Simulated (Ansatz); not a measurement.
Reaction (hydrogenolysis of a C–C bond): `C[CH](F)[GaH][NH2]` + H₂ → `[NH2][GaH][CH2]F` + CH₄

Computed with Ansatz on PBE0-D4/def2-TZVP structures; ΔE is electronic, products minus reactants. CCSD(T)/CBS adds triple-zeta CCSD(T) − MP2 to the extrapolated MP2 energy (def2 sets, frozen cores). This one scheme is used for every species. Functionals use def2-TZVPP. For Ga outer-core shells are correlated without core-valence functions, which leaves a few kJ/mol of doubt a bond. Scalar relativity is left out up to krypton. Each species was taken in one conformer, which may not be the lowest.

`C[CH](F)[GaH][NH2]`:

Cartesian coordinates in Å:
```
C -1.780 -0.533 -0.155
C -0.307 -0.867 -0.117
F 0.163 -0.978 -1.437
Ga 0.834 0.471 0.831
N 2.083 1.258 -0.215
H -2.338 -1.291 -0.713
H -1.963 0.436 -0.625
H -2.181 -0.496 0.862
H -0.175 -1.858 0.334
H 0.726 0.888 2.333
H 2.741 1.956 0.086
H 2.197 1.014 -1.184
```

H₂:

```xyz
2

H     0.292    0.006   -0.232
H    -0.292   -0.006    0.232
```

`[NH2][GaH][CH2]F`:

```xyz
9

N     0.551    0.657    1.596
Ga    0.490   -0.548    0.239
C    -0.711   -0.100   -1.282
F    -0.678   -1.091   -2.261
H     0.030    1.517    1.629
H     1.120    0.539    2.417
H     1.370   -1.829    0.364
H    -0.422    0.846   -1.752
H    -1.750    0.009   -0.950
```

CH₄:

Cartesian coordinates in Å:
```
C 0.000 0.000 0.000
H -0.433 0.969 0.246
H 0.417 -0.451 0.900
H 0.789 0.132 -0.739
H -0.774 -0.650 -0.407
```

```
          level  ΔE (kJ/mol)
         PBE-D4        -51.7
CCSD/def2-TZVPP        -59.6
```

Task: What does CCSD(T)/CBS give? (Best estimate.)

Result: Ansatz gave: -53.1 kJ/mol. The listed levels differ from it by 1.4, -6.5 kJ/mol.

Largest T1 diagnostic among the species: 0.013.

The D4 term adds +9.5 kJ/mol with B3LYP and +5.2 kJ/mol with PBE0; it sums over pairs of atoms, weighted by their polarisabilities, and B3LYP, whose exchange is more repulsive, gets the larger term. In def2-TZVPP, CCSD(T) changes the Hartree–Fock value by +22.2 kJ/mol (the triples alone add +4.4 kJ/mol) and MP2 by +25.2 kJ/mol. From PBE to PBE0 (25 % exact exchange), in def2-TZVPP and without D4, ΔE moves by −3.3 kJ/mol.

B3LYP here is the variant with VWN-RPA as its local correlation; programs differ in this.
